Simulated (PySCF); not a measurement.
Spin-rotation constants: `CC1=COC/C1=N/C=O`, C6H7NO2

Cartesian coordinates in Å; atom numbers follow the order of the lines, from 1:
```xyz
16

C    -1.061    1.517   -0.032
C     0.224    0.774    0.035
C     1.477    1.254    0.171
O     2.449    0.327    0.200
C     1.829   -0.944    0.090
C     0.352   -0.668   -0.028
N    -0.516   -1.571   -0.216
C    -1.858   -1.614   -0.180
O    -2.557   -1.443    0.788
H    -0.892    2.583    0.089
H    -1.735    1.165    0.749
H    -1.548    1.341   -0.990
H     1.809    2.274    0.262
H     2.058   -1.535    0.981
H     2.224   -1.466   -0.786
H    -2.263   -1.985   -1.145
```

The calculation used GIAO KT3/pcSseg-1 magnetisability, rotational g tensor and spin-rotation constants, non-relativistic, gas phase in PySCF 2.14.0. Geometry: GFN2-xTB.

Problem. Give the nuclear spin-rotation constants along the inertial axes (H = +C I·J) beside the isotropic shieldings.

Solution. Rotational constants 3.2466, 1.2286, 0.9413 GHz. A star marks the isotopologue with that one atom substituted, in its own axes.
```tsv
atom	isotope	Caa (kHz)	Cbb (kHz)	Ccc (kHz)	mean (kHz)	σ (ppm)
N7	14N	0.815	0.199	0.082	0.365	-52.4
H10	1H	-0.239	0.001	-0.110	-0.116	30.0
H11	1H	-0.114	-0.115	-0.047	-0.092	29.5
H12	1H	-0.261	-0.122	-0.010	-0.131	30.1
H13	1H	-0.022	0.023	-0.107	-0.035	24.4
H14	1H	-0.356	-0.046	0.003	-0.133	27.0
H15	1H	-0.333	-0.036	-0.012	-0.127	27.0
H16	1H	-0.068	-0.095	0.049	-0.038	22.3
C1	13C*	0.463	0.173	0.114	0.250	173.1
C2	13C*	0.991	0.496	0.146	0.545	73.4
C3	13C*	1.179	0.593	0.229	0.667	22.2
O4	17O*	-0.741	-0.272	-0.111	-0.375	165.1
C5	13C*	0.653	0.303	0.229	0.395	109.6
C6	13C*	1.429	0.509	0.207	0.715	26.9
C8	13C*	1.385	0.318	0.348	0.684	29.6
O9	17O*	-1.798	-0.213	-0.543	-0.852	-134.1
```
For the geometry as given, no vibrational averaging.
